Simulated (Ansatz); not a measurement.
`CS[Si](Cl)(Cl)Cl` → `[CH3]`• + `[S][Si](Cl)(Cl)Cl`•  (homolysis of the C–S bond)

Gas-phase electronic energies from Ansatz, PBE0-D4/def2-TZVP geometries. CCSD(T)/CBS is the MP2 limit (def2-TZVPP, def2-QZVPP) plus CCSD(T) − MP2 in def2-TZVPP, frozen cores. This one scheme is used for every species. DFT in def2-TZVPP. B3LYP here is the variant with VWN-RPA as its local correlation; programs differ in this. HSE06 is defined as in plane-wave codes. Open shells (•) are unrestricted, without spin–orbit coupling. One conformer a species, not always the lowest.

```tsv
level	ΔE (kJ/mol)	difference from CCSD(T)/CBS
LDA (SPW92)	405.1	64.3
PBE-D4	340.3	-0.5
revPBE-D4	331.0	-9.8
BLYP-D4	316.6	-24.2
r2SCAN-D4	314.5	-26.3
B97M-V	330.4	-10.4
PBE0-D4	334.8	-6.0
B3LYP-D4	319.5	-21.3
r2SCANh-D4	313.3	-27.5
r2SCAN0-D4	311.3	-29.5
HSE06-D4	334.9	-5.9
BHLYP-D4	307.5	-33.3
CAM-B3LYP-D4	321.8	-19.0
ωB97X-V	341.2	0.4
ωB97M-V	341.6	0.8
PBE-QIDH	336.5	-4.3
revPBE	305.2	-35.6
BLYP	295.5	-45.3
r2SCAN	311.7	-29.1
PBE0	325.8	-15.0
B3LYP	303.4	-37.4
r2SCANh	310.2	-30.6
r2SCAN0	307.9	-32.9
HSE06	326.4	-14.4
BHLYP	294.7	-46.1
CAM-B3LYP	312.5	-28.3
HF/def2-SVP	197.8	-143.0
MP2/def2-SVP	330.5	-10.3
CCSD/def2-SVP	303.2	-37.6
CCSD(T)/def2-SVP	313.1	-27.7
HF/def2-TZVPP	196.8	-144.0
MP2/def2-TZVPP	350.9	10.1
SCS-MP2/def2-TZVPP	339.0	-1.8
CCSD/def2-TZVPP	313.1	-27.7
HF/def2-QZVPP	196.4	-144.4
MP2/def2-QZVPP	358.6	17.8
SCS-MP2/def2-QZVPP	347.3	6.5
HF/CBS(def2)	196.3	-144.5
MP2/CBS(def2)	364.6	23.8
CCSD/CBS(def2)	326.8	-14.0
CCSD(T)/CBS	340.8	0
```

Largest T1 diagnostic among the species: 0.011.

From PBE to PBE0 (25 % exact exchange), in def2-TZVPP and without D4, ΔE moves by −4.3 kJ/mol: exact exchange takes away binding that semilocal exchange gives to molecules. The D4 term adds +16.2 kJ/mol with B3LYP and +8.9 kJ/mol with PBE0; it sums over pairs of atoms, weighted by their polarisabilities, and B3LYP, whose exchange is more repulsive, gets the larger term. Leaving LDA and LC-ωPBE aside and taking each functional with its dispersion term where it has one, the values spread over 34.1 kJ/mol, from BHLYP-D4 to ωB97M-V. LDA lies +75.0 kJ/mol from PBE without D4, its usual overbinding.

CCSD(T)/CBS has its own doubt, a few kJ/mol and more with outer-core shells, so smaller differences from it don't rank the levels.
